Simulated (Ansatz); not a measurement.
Born–Oppenheimer molecular dynamics of a periodic cell of 26 atoms, AgH$_{16}$O$_{8}$F (packed as 8 H2O + 1 Ag + 1 F, density as packed 1.58 g/cm³ with natural masses). It goes on from the last frame of an earlier run, with new velocities.

Theory: DFT PBE-D3(BJ), scalar-relativistic, plane waves, PAW in Ansatz 0.2.0. Settings: cutoff 420 eV, k mesh 1x1x1, fermi-dirac smearing 0.05 eV, no spin polarisation.

| Property | Result |
| --- | --- |
| ensemble | NPT, Langevin |
| time step | 0.75 fs |
| steps asked | 400 |
| set temperature | 700 K |
| friction | 0.01 /fs |
| masses | H 2.014 u |
| pressure | 0 GPa |
| seed | 580925 |

Frames 1.5 fs apart, positions in Å, forces in eV/Å.

Velocities at 262.5 fs (Å/ps):

```
O -6.55 0.17 -9.37
H -12.07 38.83 5.82
H 2.48 -5.16 15.73
O 1.73 -7.65 3.10
H -2.27 3.17 -4.01
H 6.25 20.55 -16.91
O -3.26 4.09 9.20
H -7.50 0.28 -13.64
H 10.17 -4.83 -8.89
O -2.41 6.99 -1.99
H 13.50 -15.64 3.22
H -12.79 24.49 -23.86
O -9.36 -14.71 4.79
H 5.99 -8.64 -27.51
H -21.49 -4.13 17.60
O -6.98 -1.47 0.52
H 18.89 20.26 24.86
H -14.13 -7.88 -20.18
O 2.23 -2.59 -10.93
H 1.39 8.37 13.10
H -6.58 -10.18 -5.06
O 0.63 -3.48 -0.23
H 14.07 11.88 -19.66
H -18.50 9.07 -7.97
Ag 2.09 -1.58 2.31
F 5.90 -2.89 -1.69
```

```xyz
26
Lattice="6.9199 0.0000 0.0000 0.0000 6.9199 0.0000 0.0000 0.0000 6.9199" Properties=species:S:1:pos:R:3:forces:R:3 time_fs=262.5 energy_less_start_eV=0.178 T=574
O 5.997 3.871 3.290 0.14 -0.25 -0.70
H 5.393 3.387 2.655 1.03 0.73 0.28
H 6.654 4.415 2.714 -1.46 -1.21 0.19
O 3.877 5.560 4.245 0.74 0.62 1.18
H 4.511 4.827 4.379 -0.13 -0.05 -0.73
H 3.147 5.382 3.661 -0.64 -0.57 -0.71
O 1.000 2.829 6.423 2.01 -2.15 -0.52
H 0.674 2.278 5.634 -0.81 1.05 1.09
H 0.573 3.561 6.899 -1.10 0.90 -0.03
O 1.524 6.400 2.476 -1.66 1.41 1.58
H 0.708 6.707 3.098 2.27 -0.66 -1.51
H 1.134 5.679 1.853 -0.40 0.22 -0.09
O 3.492 0.294 6.193 -0.65 0.72 0.20
H 3.456 -0.576 5.717 0.07 -0.03 -0.39
H 2.935 0.864 5.621 0.35 -0.28 0.10
O 4.980 8.488 1.349 -0.50 0.74 -0.14
H 4.534 7.707 1.700 0.05 -0.47 0.24
H 4.293 8.817 0.717 0.71 -0.22 0.14
O 6.738 1.165 4.425 0.69 1.75 -1.65
H 6.033 0.640 4.833 -0.03 -0.05 0.02
H 6.400 1.915 3.822 0.15 -1.01 1.10
O 6.270 6.149 6.050 -0.32 0.28 0.01
H 5.474 6.644 6.271 -0.85 0.24 -0.09
H 6.640 6.108 6.953 0.56 -0.87 0.03
Ag 1.843 1.428 1.100 -0.74 -0.48 -0.09
F 0.233 4.831 1.062 0.54 -0.36 0.49
26
Lattice="6.9197 0.0000 0.0000 0.0000 6.9197 0.0000 0.0000 0.0000 6.9197" Properties=species:S:1:pos:R:3:forces:R:3 time_fs=264.0 energy_less_start_eV=0.136 T=618
O 5.987 3.871 3.276 0.64 0.14 0.81
H 5.379 3.448 2.662 0.08 -0.06 -0.76
H 6.649 4.399 2.735 -0.97 -0.76 -0.25
O 3.881 5.549 4.250 -0.47 1.29 0.69
H 4.510 4.836 4.368 0.48 -0.80 -0.65
H 3.155 5.408 3.629 -0.08 -0.47 -0.29
O 0.996 2.833 6.437 2.10 -3.40 -1.66
H 0.658 2.282 5.619 -0.47 1.42 1.69
H 0.585 3.563 6.887 -1.50 1.65 0.44
O 1.520 6.412 2.474 -0.99 1.00 0.92
H 0.739 6.684 3.094 1.53 -0.30 -1.01
H 1.116 5.722 1.816 -0.32 0.05 0.05
O 3.479 0.273 6.199 -0.75 0.39 -0.25
H 3.467 -0.589 5.672 0.08 0.41 -0.09
H 2.905 0.853 5.646 0.46 -0.40 0.20
O 4.970 8.486 1.349 -0.34 1.99 -1.13
H 4.564 7.729 1.739 -0.58 -1.32 0.57
H 4.277 8.806 0.689 1.17 -0.65 0.78
O 6.744 1.161 4.407 0.26 0.97 -0.85
H 6.029 0.653 4.857 0.55 0.31 -0.34
H 6.394 1.894 3.821 -0.01 -0.52 0.70
O 6.271 6.144 6.049 -0.61 0.31 -0.90
H 5.489 6.668 6.242 -1.02 0.26 -0.07
H 6.612 6.117 6.942 0.97 -0.94 0.97
Ag 1.846 1.425 1.104 -0.75 -0.41 -0.08
F 0.244 4.827 1.060 0.54 -0.18 0.50
26
Lattice="6.9201 0.0000 0.0000 0.0000 6.9201 0.0000 0.0000 0.0000 6.9201" Properties=species:S:1:pos:R:3:forces:R:3 time_fs=265.5 energy_less_start_eV=0.098 T=655
O 5.978 3.872 3.263 0.79 0.11 2.34
H 5.364 3.511 2.658 -0.94 -0.71 -1.68
H 6.636 4.367 2.747 -0.04 -0.01 -0.83
O 3.886 5.539 4.256 -1.40 1.57 0.18
H 4.521 4.840 4.351 0.84 -1.15 -0.62
H 3.170 5.425 3.595 0.47 -0.36 0.21
O 0.994 2.834 6.450 1.72 -3.21 -1.67
H 0.637 2.301 5.624 -0.25 1.40 1.75
H 0.585 3.588 6.876 -1.27 1.44 0.36
O 1.515 6.427 2.474 0.30 0.41 -0.36
H 0.781 6.662 3.083 0.14 0.20 0.06
H 1.099 5.770 1.780 -0.21 -0.10 0.26
O 3.467 0.254 6.204 -0.73 -0.10 -0.67
H 3.477 -0.605 5.625 0.08 0.92 0.30
H 2.883 0.841 5.667 0.47 -0.41 0.20
O 4.962 8.488 1.348 -0.44 1.77 -1.12
H 4.587 7.731 1.788 -0.53 -0.88 0.26
H 4.272 8.794 0.669 1.20 -0.90 1.06
O 6.751 1.156 4.388 -0.01 -0.15 0.26
H 6.025 0.670 4.880 1.13 0.59 -0.74
H 6.393 1.867 3.828 -0.36 0.33 -0.02
O 6.272 6.140 6.049 -1.18 0.65 -1.26
H 5.495 6.699 6.218 -0.60 -0.08 -0.11
H 6.590 6.114 6.941 1.08 -0.95 1.43
Ag 1.849 1.422 1.108 -0.76 -0.32 -0.08
F 0.256 4.824 1.057 0.52 -0.05 0.46
26
Lattice="6.9208 0.0000 0.0000 0.0000 6.9208 0.0000 0.0000 0.0000 6.9208" Properties=species:S:1:pos:R:3:forces:R:3 time_fs=267.0 energy_less_start_eV=0.043 T=678
O 5.970 3.874 3.255 0.10 -0.41 2.88
H 5.344 3.563 2.638 -1.14 -0.79 -1.72
H 6.625 4.336 2.748 0.86 0.64 -1.30
O 3.889 5.532 4.263 -1.35 0.89 -0.24
H 4.544 4.829 4.330 0.42 -0.55 -0.66
H 3.190 5.433 3.561 0.83 -0.26 0.66
O 0.993 2.831 6.462 0.86 -1.53 -0.72
H 0.614 2.340 5.646 -0.14 1.02 1.35
H 0.567 3.635 6.866 -0.40 0.15 -0.11
O 1.510 6.443 2.474 2.05 -0.25 -2.18
H 0.821 6.642 3.071 -1.72 0.77 1.66
H 1.086 5.821 1.748 -0.08 -0.20 0.51
O 3.454 0.234 6.207 -0.43 -0.49 -0.66
H 3.486 -0.612 5.588 0.05 1.06 0.52
H 2.867 0.823 5.693 0.21 -0.15 -0.03
O 4.953 8.492 1.345 -0.17 0.74 -0.08
H 4.605 7.729 1.839 -0.23 0.07 -0.39
H 4.282 8.777 0.667 0.61 -0.82 0.65
O 6.760 1.150 4.369 -0.03 -0.86 0.96
H 6.032 0.695 4.895 1.33 0.56 -0.89
H 6.384 1.844 3.833 -0.63 1.03 -0.59
O 6.273 6.135 6.050 -1.70 1.20 -0.78
H 5.493 6.736 6.199 0.16 -0.70 -0.14
H 6.580 6.106 6.955 0.81 -0.88 1.00
Ag 1.852 1.418 1.113 -0.77 -0.24 -0.09
F 0.269 4.821 1.052 0.48 0.01 0.38
26
Lattice="6.9223 0.0000 0.0000 0.0000 6.9223 0.0000 0.0000 0.0000 6.9223" Properties=species:S:1:pos:R:3:forces:R:3 time_fs=268.5 energy_less_start_eV=-0.001 T=711
O 5.963 3.875 3.252 -1.08 -0.91 1.68
H 5.312 3.607 2.596 -0.07 -0.30 -0.56
H 6.633 4.313 2.742 0.98 0.69 -1.23
O 3.890 5.531 4.270 -0.53 -0.16 -0.43
H 4.576 4.815 4.307 -0.34 0.42 -0.64
H 3.223 5.437 3.533 0.81 -0.18 0.79
O 0.992 2.826 6.475 0.31 0.33 0.44
H 0.586 2.387 5.686 -0.27 0.33 0.43
H 0.546 3.687 6.847 0.41 -0.99 -0.28
O 1.506 6.460 2.472 2.88 -0.63 -3.42
H 0.847 6.632 3.079 -2.68 0.98 2.54
H 1.076 5.859 1.717 0.08 -0.15 0.89
O 3.441 0.214 6.211 0.00 -0.73 -0.34
H 3.496 -0.603 5.560 0.03 0.86 0.58
H 2.850 0.798 5.723 -0.21 0.29 -0.36
O 4.945 8.498 1.341 0.63 -0.18 1.34
H 4.622 7.734 1.886 -0.05 0.72 -0.93
H 4.299 8.751 0.672 -0.38 -0.55 -0.24
O 6.767 1.144 4.351 0.29 -0.46 0.54
H 6.059 0.723 4.894 0.79 0.10 -0.47
H 6.362 1.830 3.824 -0.50 1.03 -0.61
O 6.273 6.132 6.053 -1.69 1.50 0.25
H 5.493 6.761 6.185 0.65 -1.11 -0.09
H 6.581 6.092 6.982 0.31 -0.77 -0.08
Ag 1.856 1.414 1.119 -0.79 -0.17 -0.07
F 0.285 4.819 1.047 0.42 0.07 0.31
26
Lattice="6.9232 0.0000 0.0000 0.0000 6.9232 0.0000 0.0000 0.0000 6.9232" Properties=species:S:1:pos:R:3:forces:R:3 time_fs=270.0 energy_less_start_eV=0.031 T=675
O 5.955 3.874 3.251 -1.41 -0.72 -0.15
H 5.279 3.654 2.549 0.98 0.01 0.61
H 6.654 4.295 2.723 0.25 0.21 -0.57
O 3.892 5.531 4.275 0.12 -0.93 -0.69
H 4.606 4.809 4.277 -0.83 1.06 -0.51
H 3.254 5.435 3.512 0.70 -0.06 0.84
O 0.991 2.824 6.487 0.33 1.92 1.70
H 0.554 2.438 5.734 -0.75 -0.57 -0.94
H 0.527 3.728 6.821 0.99 -1.69 -0.14
O 1.508 6.474 2.470 1.62 -0.50 -2.73
H 0.848 6.634 3.117 -1.56 0.66 1.43
H 1.067 5.885 1.690 0.23 -0.02 1.32
O 3.426 0.194 6.213 0.23 -0.64 -0.11
H 3.507 -0.586 5.533 0.01 0.58 0.54
H 2.822 0.776 5.753 -0.43 0.50 -0.50
O 4.936 8.501 1.340 1.43 -0.70 2.50
H 4.635 7.745 1.924 0.00 1.02 -1.27
H 4.311 8.724 0.673 -1.25 -0.36 -1.10
O 6.772 1.139 4.333 0.74 0.78 -0.79
H 6.095 0.751 4.883 -0.25 -0.62 0.42
H 6.331 1.831 3.810 0.01 0.42 -0.17
O 6.271 6.129 6.054 -1.33 1.44 1.10
H 5.495 6.767 6.172 0.75 -1.18 -0.01
H 6.582 6.068 7.007 -0.10 -0.63 -1.05
Ag 1.861 1.409 1.124 -0.82 -0.12 -0.03
F 0.302 4.815 1.042 0.34 0.15 0.29
26
Lattice="6.9231 0.0000 0.0000 0.0000 6.9231 0.0000 0.0000 0.0000 6.9231" Properties=species:S:1:pos:R:3:forces:R:3 time_fs=271.5 energy_less_start_eV=0.194 T=593
O 5.944 3.871 3.252 -1.00 -0.21 -1.67
H 5.258 3.698 2.511 1.49 0.03 1.32
H 6.677 4.283 2.699 -0.67 -0.31 0.20
O 3.894 5.529 4.277 0.64 -1.22 -0.64
H 4.627 4.813 4.246 -0.93 1.26 -0.32
H 3.288 5.430 3.504 0.32 0.02 0.55
O 0.990 2.823 6.496 0.70 2.98 2.67
H 0.515 2.479 5.780 -1.38 -1.33 -2.18
H 0.517 3.756 6.798 1.34 -2.03 0.11
O 1.513 6.487 2.465 -0.31 -0.19 -1.02
H 0.831 6.646 3.171 0.28 0.24 -0.55
H 1.060 5.902 1.673 0.32 0.08 1.62
O 3.412 0.175 6.213 0.16 -0.22 -0.03
H 3.522 -0.564 5.509 -0.03 0.29 0.43
H 2.789 0.762 5.776 -0.34 0.39 -0.42
O 4.927 8.502 1.341 1.78 -0.72 2.93
H 4.643 7.757 1.951 -0.03 1.04 -1.38
H 4.313 8.694 0.666 -1.58 -0.36 -1.44
O 6.777 1.136 4.313 1.06 1.83 -2.02
H 6.127 0.774 4.874 -1.14 -1.21 1.29
H 6.299 1.835 3.794 0.53 -0.14 0.21
O 6.268 6.127 6.054 -0.61 0.91 1.35
H 5.508 6.758 6.163 0.29 -0.78 0.14
H 6.583 6.035 7.017 -0.31 -0.49 -1.46
Ag 1.864 1.406 1.129 -0.85 -0.07 0.01
F 0.318 4.809 1.036 0.26 0.23 0.31
26
Lattice="6.9225 0.0000 0.0000 0.0000 6.9225 0.0000 0.0000 0.0000 6.9225" Properties=species:S:1:pos:R:3:forces:R:3 time_fs=273.0 energy_less_start_eV=0.235 T=560
O 5.930 3.868 3.250 -0.27 0.27 -2.37
H 5.256 3.743 2.489 1.35 -0.14 1.41
H 6.692 4.268 2.675 -1.23 -0.60 0.76
O 3.896 5.524 4.282 0.94 -1.18 -0.46
H 4.636 4.829 4.212 -0.68 1.09 -0.09
H 3.325 5.426 3.501 -0.19 0.09 0.07
O 0.989 2.825 6.507 0.50 2.90 2.13
H 0.467 2.499 5.811 -1.21 -1.34 -1.96
H 0.526 3.769 6.780 1.43 -2.04 0.34
O 1.518 6.498 2.460 -1.41 0.00 0.16
H 0.815 6.661 3.219 1.34 0.03 -1.82
H 1.057 5.913 1.672 0.37 0.14 1.71
O 3.397 0.153 6.211 -0.18 0.48 0.02
H 3.539 -0.542 5.486 -0.06 -0.01 0.23
H 2.755 0.750 5.793 0.00 0.03 -0.20
O 4.918 8.500 1.346 1.45 -0.19 2.19
H 4.647 7.769 1.961 -0.17 0.68 -1.14
H 4.302 8.664 0.650 -1.12 -0.56 -0.98
O 6.784 1.136 4.293 0.32 2.00 -2.01
H 6.141 0.782 4.879 -0.79 -1.07 1.08
H 6.271 1.837 3.779 0.91 -0.51 0.44
O 6.263 6.128 6.056 0.37 0.04 1.05
H 5.525 6.742 6.157 -0.59 -0.05 0.38
H 6.586 5.990 7.010 -0.37 -0.34 -1.38
Ag 1.868 1.402 1.132 -0.87 -0.03 0.06
F 0.334 4.805 1.030 0.16 0.30 0.36
```

Of the whole run (300 fs, mean temperature of the second half 631 K): The conserved energy stayed within 0.36 meV per atom of its start (net change -0.058 meV per atom), so the integration is sound. A run of 0.3 ps of so small a system gives no equilibrium averages. Limits of this set-up: coarse k mesh. The cell's volume went from 284 to 329 Å³.

The run took 8.9 min on 1 thread of AMD EPYC 9R14 (Zen 4) (shared host), peak memory 0.49 GiB.
